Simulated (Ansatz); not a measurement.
Basis sets compared for the cluster Cu₅H₄. Total charge 0; doublet. Geometry B3LYP-D4/def2-SVP. Ansatz on 4 threads of Arm Neoverse V2 on a shared host; times are rough, and most runs start from earlier orbitals.

```xyz
9

Cu   -0.651   -3.229   -0.390
Cu   -0.480   -0.901   -0.793
Cu   -0.059    1.605   -0.774
Cu    0.232   -1.874    1.309
Cu    0.693    0.498    1.366
H     0.721    1.929    0.654
H    -0.690    0.449   -1.696
H    -0.588    2.307   -2.043
H     0.821   -0.785    2.368
```

No other spin state of charge 0 was run. Another isomer (doublet) lies 1.49 eV lower at PBE0-D4/def2-TZVP; other spin states weren't run for this one.

Binding counts from free atoms (Cu doublet, H doublet) in the same basis, without a counterpoise term.

| level | functions | energy (Eh) | HOMO (eV) | LUMO (eV) | binding per atom (eV) | wall time |
| --- | --- | --- | --- | --- | --- | --- |
| PBE-D4/def2-SVP | 175 | -8202.6450 | -4.73 | -4.20 | 2.35 | 7 s |
| PBE0-D4/def2-SVP | 175 | -8202.6396 | -5.77 | -3.25 | 2.10 | 13 s |

**Question.** Estimate the rows for PBE-D4/def2-TZVP (with forces), PBE0-D4/def2-TZVP.

**Answer.** 
| level | functions | energy (Eh) | HOMO (eV) | LUMO (eV) | binding per atom (eV) | wall time |
| --- | --- | --- | --- | --- | --- | --- |
| PBE-D4/def2-TZVP (with forces) | 249 | -8203.9060 | -5.08 | -4.51 | 2.07 | 12 s |
| PBE0-D4/def2-TZVP | 249 | -8203.8535 | -6.07 | -3.48 | 1.90 | 23 s |
